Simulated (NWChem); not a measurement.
System: BH$_{3}$S$_{3}$; SMILES SB(S)S

The following NWChem deck was run.

```
start job
memory heap 200 mb stack 900 mb global 1100 mb
geometry units angstroms noautoz
  B      0.005551     0.011139     0.000000
  S     -1.796222    -0.170312     0.000000
  H     -1.825162    -1.520618     0.000000
  S      0.602278     1.719634     0.000000
  H      1.924348     1.452197     0.000000
  S      1.025679    -1.483291     0.000000
  H      2.244066    -0.902341     0.000000
end
basis spherical
  * library def2-svp
end
dft
  xc xpbe96 cpbe96
  iterations 150
  vectors input atomic output neutral.movecs
end
task dft energy
charge 1
dft
  odft
  mult 2
  vectors input atomic output cation.movecs
end
task dft energy
```

Parts of the log:

```
             Northwest Computational Chemistry Package (NWChem) 7.3.0
             --------------------------------------------------------

 CS  symmetry detected

                             Geometry "geometry" -> ""
                             -------------------------

 Output coordinates in angstroms (scale by  1.889725989 to convert to a.u.)

  No.       Tag          Charge          X              Y              Z
 ---- ---------------- ---------- -------------- -------------- --------------
    1 B                    5.0000     0.01272220     0.00630405     0.00000000
    2 S                   16.0000    -1.79060268     0.17162129     0.00000000
    3 H                    1.0000    -2.07639798    -1.14841085     0.00000000
    4 S                   16.0000     0.92416974     1.56973030     0.00000000
    5 H                    1.0000     2.17102296     1.05519294     0.00000000
    6 S                   16.0000     0.72928860    -1.65517564     0.00000000
    7 H                    1.0000     2.03607342    -1.31711763     0.00000000

 Effective nuclear repulsion energy (a.u.)     237.2764647643

      Symmetry information
      --------------------

 Group name             Cs
 Group number              2
 Group order               2
 No. of unique centers     7

  pbe96 is a nonlocal functional; adding pw91lda local functional.

                                 NWChem DFT Module
                                 -----------------

 Summary of "ao basis" -> "ao basis" (spherical)
 ------------------------------------------------------------------------------
       Tag                 Description            Shells   Functions and Types
 ---------------- ------------------------------  ------  ---------------------
 B                          def2-svp                 6       14   3s2p1d
 S                          def2-svp                 8       18   4s3p1d
 H                          def2-svp                 3        5   2s1p

      Symmetry analysis of basis
      --------------------------

        a'         61
        a"         22

            General Information
            -------------------
          SCF calculation type: DFT
          Wavefunction type:  closed shell.
          No. of atoms     :     7
          No. of electrons :    56
           Alpha electrons :    28
            Beta electrons :    28
          Charge           :     0
          Spin multiplicity:     1
          Use of symmetry is: on ; symmetry adaption is: on
          Maximum number of iterations: 150
          AO basis - number of functions:    83
                     number of shells:    39
          Convergence on energy requested:  1.00D-06
          Convergence on density requested:  1.00D-05
          Convergence on gradient requested:  5.00D-04

              XC Information
              --------------
          PerdewBurkeErnzerhof Exchange Functional  1.000
            Perdew 1991 LDA Correlation Functional  1.000 local
           PerdewBurkeErnz. Correlation Functional  1.000 non-local

             Grid Information
             ----------------
          Grid used for XC integration:  medium
          Radial quadrature: Mura-Knowles
          Angular quadrature: Lebedev.
          Tag              B.-S. Rad. Rad. Pts. Rad. Cut. Ang. Pts.
          ---              ---------- --------- --------- ---------
          B                   0.85       49           8.0       434
          S                   1.00       88          11.0       590
          H                   0.35       45          12.0       434
          Grid pruning is: on
          Number of quadrature shells:   448
          Spatial weights used:  Erf1

      Superposition of Atomic Density Guess
      -------------------------------------

 Sum of atomic energies:       -1218.04378704

      Non-variational initial energy
      ------------------------------

 Total energy =   -1219.451995
 1-e energy   =   -2154.814204
 2-e energy   =     698.085744
 HOMO         =      -0.307289
 LUMO         =       0.047327

      Symmetry analysis of molecular orbitals - initial
      -------------------------------------------------

  Numbering of irreducible representations:

     1 a'          2 a"

  Orbital symmetries:

     1 a'          2 a'          3 a'          4 a'          5 a'
     6 a'          7 a'          8 a'          9 a'         10 a'
    11 a'         12 a'         13 a'         14 a"         15 a"
    16 a"         17 a'         18 a'         19 a'         20 a'
    21 a'         22 a'         23 a'         24 a"         25 a'
    26 a'         27 a"         28 a"         29 a'         30 a"
    31 a'         32 a'         33 a'         34 a'         35 a'
    36 a'         37 a'         38 a'

   convergence    iter        energy       DeltaE   RMS-Dens  Diis-err
 ---------------- ----- ----------------- --------- --------- ---------
 d= 0,ls=0.0,diis     1  -1220.2934552956 -1.46D+03  1.51D-02  6.01D-01
 d= 0,ls=0.0,diis     2  -1220.2429971489  5.05D-02  1.18D-02  7.87D-01
 d= 0,ls=0.0,diis     3  -1220.3450716752 -1.02D-01  4.22D-03  1.33D-01
 d= 0,ls=0.0,diis     4  -1220.3649469740 -1.99D-02  1.33D-03  1.16D-02
 d= 0,ls=0.0,diis     5  -1220.3669161749 -1.97D-03  3.51D-04  4.11D-04
  Resetting Diis
 d= 0,ls=0.0,diis     6  -1220.3669732028 -5.70D-05  1.25D-04  6.19D-05
 d= 0,ls=0.0,diis     7  -1220.3669827881 -9.59D-06  8.97D-05  5.91D-06
 d= 0,ls=0.0,diis     8  -1220.3669808808  1.91D-06  5.69D-05  1.64D-05
 d= 0,ls=0.0,diis     9  -1220.3669838298 -2.95D-06  5.20D-06  1.52D-07
 d= 0,ls=0.0,diis    10  -1220.3669838496 -1.98D-08  1.38D-06  1.60D-08

         Total DFT energy =    -1220.366983849606
      One electron energy =    -2157.228939383824
           Coulomb energy =      781.255556291305
    Exchange-Corr. energy =      -81.670065521385
 Nuclear repulsion energy =      237.276464764299

 Numeric. integr. density =       56.000008385025

                  Occupations of the irreducible representations
                  ----------------------------------------------

                     irrep           alpha         beta
                     --------     --------     --------
                     a'               22.0         22.0
                     a"                6.0          6.0

                       DFT Final Molecular Orbital Analysis
                       ------------------------------------

 Vector   26  Occ=2.000000D+00  E=-2.829685D-01  Symmetry=a'
              MO Center=  6.1D-01,  6.8D-03, -4.4D-15, r^2= 4.7D+00
   Bfn.  Coefficient  Atom+Function         Bfn.  Coefficient  Atom+Function
  ----- ------------  ---------------      ----- ------------  ---------------
    72      0.365376  6 S  py                49      0.358580  4 S  py
    69      0.303829  6 S  py                46      0.298792  4 S  py
     5      0.274340  1 B  py                66      0.174036  6 S  py
    43      0.171380  4 S  py                41      0.156258  4 S  s
    64     -0.132903  6 S  s                 40      0.131687  4 S  s

 Vector   27  Occ=2.000000D+00  E=-2.310894D-01  Symmetry=a"
              MO Center=  7.6D-01, -3.3D-01, -1.1D-15, r^2= 3.9D+00
   Bfn.  Coefficient  Atom+Function         Bfn.  Coefficient  Atom+Function
  ----- ------------  ---------------      ----- ------------  ---------------
    73      0.509021  6 S  pz                50     -0.417671  4 S  pz
    70      0.359236  6 S  pz                47     -0.296291  4 S  pz
    67      0.204474  6 S  pz                44     -0.168620  4 S  pz
    27     -0.098420  2 S  pz                24     -0.070146  2 S  pz
    21     -0.039950  2 S  pz                11     -0.032963  1 B  d -1

 Vector   28  Occ=2.000000D+00  E=-2.253612D-01  Symmetry=a"
              MO Center= -8.4D-01,  3.9D-01, -1.6D-16, r^2= 3.8D+00
   Bfn.  Coefficient  Atom+Function         Bfn.  Coefficient  Atom+Function
  ----- ------------  ---------------      ----- ------------  ---------------
    27      0.540442  2 S  pz                24      0.381982  2 S  pz
    50     -0.350257  4 S  pz                47     -0.247207  4 S  pz
    21      0.217361  2 S  pz                73     -0.182939  6 S  pz
    44     -0.140546  4 S  pz                70     -0.129785  6 S  pz
    67     -0.073625  6 S  pz                13      0.032207  1 B  d  1

 Vector   29  Occ=0.000000D+00  E=-4.560633D-02  Symmetry=a'
              MO Center=  7.8D-01, -2.2D-01, -3.1D-16, r^2= 6.0D+00
   Bfn.  Coefficient  Atom+Function         Bfn.  Coefficient  Atom+Function
  ----- ------------  ---------------      ----- ------------  ---------------
    57      0.696093  5 H  s                 80      0.611182  7 H  s
    34      0.540080  3 H  s                 71     -0.524438  6 S  px
    48     -0.474123  4 S  px                18     -0.445979  2 S  s
    41     -0.392816  4 S  s                 26      0.351321  2 S  py
     7     -0.246225  1 B  px                 2     -0.244609  1 B  s

 Vector   30  Occ=0.000000D+00  E=-4.373519D-02  Symmetry=a"
              MO Center= -2.4D-03,  1.2D-02,  2.3D-15, r^2= 3.2D+00
   Bfn.  Coefficient  Atom+Function         Bfn.  Coefficient  Atom+Function
  ----- ------------  ---------------      ----- ------------  ---------------
     6      0.615637  1 B  pz                 9     -0.564030  1 B  pz
    27      0.381693  2 S  pz                50      0.382165  4 S  pz
    73      0.381083  6 S  pz                24      0.173226  2 S  pz
    47      0.174071  4 S  pz                70      0.172787  6 S  pz
    21      0.099162  2 S  pz                44      0.099454  4 S  pz

 Vector   31  Occ=0.000000D+00  E= 1.442202D-03  Symmetry=a'
              MO Center= -4.0D-01, -7.1D-01, -2.1D-16, r^2= 5.9D+00
   Bfn.  Coefficient  Atom+Function         Bfn.  Coefficient  Atom+Function
  ----- ------------  ---------------      ----- ------------  ---------------
    34      0.887670  3 H  s                 64      0.884451  6 S  s
    80     -0.831879  7 H  s                  8      0.627767  1 B  py
    26      0.445957  2 S  py                41     -0.419775  4 S  s
    18     -0.372870  2 S  s                 25      0.371646  2 S  px
    71      0.359420  6 S  px                72      0.332518  6 S  py

     Multipole analysis of the density
     ---------------------------------

     L   x y z        total         alpha         beta         nuclear
     -   - - -        -----         -----         ----         -------
     0   0 0 0     -0.000000    -28.000000    -28.000000     56.000000

     1   1 0 0      0.591681      0.295840      0.295840      0.000000
     1   0 1 0     -0.382263     -0.191131     -0.191131     -0.000000
     1   0 0 1     -0.000000     -0.000000     -0.000000      0.000000

     2   2 0 0    -28.946991   -169.183655   -169.183655    309.420318
     2   1 1 0      1.358196     -1.061286     -1.061286      3.480768
     2   1 0 1     -0.000000     -0.000000     -0.000000      0.000000
     2   0 2 0    -35.272881   -174.579526   -174.579526    313.886171
     2   0 1 1     -0.000000     -0.000000     -0.000000      0.000000
     2   0 0 2    -36.193266    -18.096633    -18.096633      0.000000

                                 NWChem DFT Module
                                 -----------------

      Symmetry analysis of basis
      --------------------------

        a'         61
        a"         22

            General Information
            -------------------
          SCF calculation type: DFT
          Wavefunction type:  spin polarized.
          No. of atoms     :     7
          No. of electrons :    55
           Alpha electrons :    28
            Beta electrons :    27
          Charge           :     1
          Spin multiplicity:     2
          Use of symmetry is: on ; symmetry adaption is: on
          Maximum number of iterations: 150
          AO basis - number of functions:    83
                     number of shells:    39
          Convergence on energy requested:  1.00D-06
          Convergence on density requested:  1.00D-05
          Convergence on gradient requested:  5.00D-04

              XC Information
              --------------
          PerdewBurkeErnzerhof Exchange Functional  1.000
            Perdew 1991 LDA Correlation Functional  1.000 local
           PerdewBurkeErnz. Correlation Functional  1.000 non-local

             Grid Information
             ----------------
          Grid used for XC integration:  medium
          Radial quadrature: Mura-Knowles
          Angular quadrature: Lebedev.
          Tag              B.-S. Rad. Rad. Pts. Rad. Cut. Ang. Pts.
          ---              ---------- --------- --------- ---------
          B                   0.85       49           8.0       434
          S                   1.00       88          11.0       590
          H                   0.35       45          12.0       434
          Grid pruning is: on
          Number of quadrature shells:   448
          Spatial weights used:  Erf1

      Superposition of Atomic Density Guess
      -------------------------------------

 Sum of atomic energies:       -1218.04378704

 Renormalizing density from      56.00 to     55

      Non-variational initial energy
      ------------------------------

 Total energy =   -1205.682200
 1-e energy   =   -2116.335379
 2-e energy   =     673.376714
 HOMO         =      -0.586790
 LUMO         =      -0.216632

   Symmetry analysis of molecular orbitals - initial alpha
   -------------------------------------------------------

  Numbering of irreducible representations:

     1 a'          2 a"

  Orbital symmetries:

     1 a'          2 a'          3 a'          4 a'          5 a'
     6 a'          7 a'          8 a'          9 a'         10 a'
    11 a'         12 a'         13 a'         14 a"         15 a"
    16 a"         17 a'         18 a'         19 a'         20 a'
    21 a'         22 a'         23 a'         24 a"         25 a'
    26 a'         27 a"         28 a"         29 a"         30 a'
    31 a'         32 a'         33 a'         34 a'         35 a'
    36 a'         37 a'         38 a'

   Symmetry analysis of molecular orbitals - initial beta
   ------------------------------------------------------

  Numbering of irreducible representations:

     1 a'          2 a"

  Orbital symmetries:

     1 a'          2 a'          3 a'          4 a'          5 a'
     6 a'          7 a'          8 a'          9 a'         10 a'
    11 a'         12 a'         13 a'         14 a"         15 a"
    16 a"         17 a'         18 a'         19 a'         20 a'
    21 a'         22 a'         23 a'         24 a"         25 a'
    26 a'         27 a"         28 a"         29 a"         30 a'
    31 a'         32 a'         33 a'         34 a'         35 a'
    36 a'         37 a'         38 a'

[...]
```

Level: PBE/def2-SVP, vertical spin-unrestricted ions. Coordinates come from a PBE0/def2-SVP optimisation.
